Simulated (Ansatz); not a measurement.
Reaction (formal exchange of groups at the Sb–Si bond): `CC[SiH2][SbH2]` + `CCC` → `C[CH](C)[SbH2]` + `CC[SiH3]`

Computed with Ansatz on PBE0-D4/def2-TZVP structures; ΔE is electronic, products minus reactants. CBS: MP2 limit from def2 TZ/QZ plus the TZ coupled-cluster correction, frozen cores. Functionals use def2-TZVPP. B3LYP here is the variant with VWN-RPA as its local correlation; programs differ in this. def2 core potentials past Kr. For Sb outer-core shells are correlated without core-valence functions, which leaves a few kJ/mol of doubt a bond. Each species was taken in one conformer, which may not be the lowest.

`CC[SiH2][SbH2]`:

Z-matrix (Å, degrees):
```
C
C 1 1.525
H 1 1.093 2 111.5
H 1 1.093 2 111.5 3 120.2
H 1 1.094 2 111.5 3 -120.0
Si 2 1.881 1 113.8 3 -178.2
H 2 1.095 1 110.5 3 59.8
H 2 1.096 1 110.4 3 -57.3
Sb 6 2.579 2 110.2 1 -60.5
H 6 1.490 2 110.3 1 -178.6
H 6 1.490 2 110.1 1 62.1
H 9 1.708 6 90.9 2 171.2
H 9 1.709 6 91.8 2 79.7
```

`CCC`:

Z-matrix (Å, degrees):
```
C
C 1 1.519
H 1 1.094 2 111.1
H 1 1.094 2 111.1 3 119.5
H 1 1.093 2 111.7 3 -120.3
C 2 1.519 1 112.7 3 -59.7
H 2 1.095 1 109.5 3 178.2
H 2 1.095 1 109.5 3 62.4
H 6 1.094 2 111.0 1 59.7
H 6 1.093 2 111.7 1 -180.0
H 6 1.094 2 111.1 1 -59.7
```

`C[CH](C)[SbH2]`:

Z-matrix (Å, degrees):
```
C
C 1 1.520
H 1 1.096 2 110.5
H 1 1.094 2 111.3 3 118.9
H 1 1.093 2 112.4 3 -120.2
C 2 1.517 1 112.0 3 -57.4
Sb 2 2.184 1 109.2 3 176.6
H 2 1.095 1 109.1 3 63.9
H 6 1.092 2 112.1 1 177.9
H 6 1.094 2 111.1 1 -61.6
H 6 1.097 2 110.5 1 57.5
H 7 1.712 2 94.3 1 167.8
H 7 1.713 2 93.1 1 76.3
```

`CC[SiH3]`:

```xyz
11

C     1.146   -0.437   -0.717
C    -0.114   -0.697    0.103
Si   -1.010    0.872    0.611
H     1.644   -1.369   -0.997
H     1.868    0.166   -0.159
H     0.917    0.102   -1.640
H     0.129   -1.259    1.011
H    -0.815   -1.322   -0.460
H    -1.419    1.648   -0.593
H    -0.117    1.735    1.434
H    -2.228    0.559    1.407
```

| level | ΔE (kcal/mol) | difference from CCSD(T)/CBS |
| --- | --- | --- |
| PBE-D4 | 17.1 | 2.0 |
| r2SCAN-D4 | 16.7 | 1.6 |
| PBE0-D4 | 17.7 | 2.6 |
| ωB97X-V | 15.8 | 0.7 |
| B2PLYP | 15.5 | 0.4 |
| PBE | 17.5 | 2.4 |
| PBE0 | 18.0 | 2.9 |
| B3LYP | 16.6 | 1.5 |
| HF/def2-TZVPP | 16.9 | 1.8 |
| MP2/def2-TZVPP | 13.9 | -1.2 |
| SCS-MP2/def2-TZVPP | 13.5 | -1.6 |
| CCSD/def2-TZVPP | 14.7 | -0.4 |
| HF/def2-QZVPP | 16.7 | 1.6 |
| MP2/def2-QZVPP | 14.3 | -0.8 |
| MP2/CBS(def2) | 14.7 | -0.4 |
| CCSD/CBS(def2) | 15.5 | 0.4 |
| CCSD(T)/CBS | 15.1 | 0 |

Largest T1 diagnostic among the species: 0.012.

In def2-TZVPP, CCSD(T) changes the Hartree–Fock value by −2.6 kcal/mol (the triples alone add −0.4 kcal/mol) and MP2 by −3.0 kcal/mol.
